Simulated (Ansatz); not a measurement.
Mulliken charges of F2H2MoO3 (`[O]=[Mo]([OH])([OH])([F])[F]`) from r2SCAN/def2-TZVPP in Ansatz (PBE0-D4/def2-TZVP geometry).

| atom | x (Å) | y (Å) | z (Å) | charge (e) |
| --- | --- | --- | --- | --- |
| O1 | -1.426 | -0.465 | 1.225 | -0.455 |
| Mo2 | -0.364 | 0.268 | 0.198 | 1.661 |
| O3 | 1.381 | 0.060 | 0.848 | -0.476 |
| O4 | -0.096 | -1.144 | -0.998 | -0.450 |
| F5 | -1.219 | 1.118 | -1.224 | -0.386 |
| F6 | -0.229 | 1.988 | 0.851 | -0.354 |
| H7 | 1.762 | -0.820 | 0.922 | 0.231 |
| H8 | 0.282 | -1.063 | -1.878 | 0.228 |

Task: By hand: the dipole of these point charges (1 e Å = 4.8032 D).

Result: Σ q r = (0.453, -0.424, -0.227) e Å, of length 0.661 e Å = 3.17 D.

Task: How does the dipole of the full density compare? (An estimate is asked.)

Result: Ansatz gave: (0.493, -0.504, -0.312) e Å, 3.70 D; the point charges give 0.86 times that, at 4° from its direction.

Point charges leave out the atoms' own dipoles, such as those of lone pairs, and Mulliken's split depends on the basis, so the close match here is no proof of good charges.
